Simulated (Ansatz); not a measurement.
Ansatz (a program for electronic structure) input:

Ansatz 0.2 input:
```yaml
crystal:
  periodic: [false, false, false]
  atoms:
    - {symbol: Zn, position_ang: [0.00000000, 0.00000000, 0.00000000]}
    - {symbol: H, position_ang: [-0.00000000, -0.00000000, -1.54404455]}
    - {symbol: H, position_ang: [0.00000000, 0.00000000, 1.54404455]}
basis:
  gaussian:
    orbitals: def2-TZVPD
hamiltonian:
  xc: {name: B2PLYP}
magnetization: {spin_polarized: true, initial_magnetization: 2}
correlation: {electrons: outside_noble_gas}
```

Problem. What final total energy does it print?

Solution. -1780.04256 Eh (B2PLYP/def2-TZVPD). The basis has 69 functions.

This state (charge 0, triplet) is run at the relaxed geometry of the species with charge 0 and multiplicity 1, and is a spin state other than that species' own.
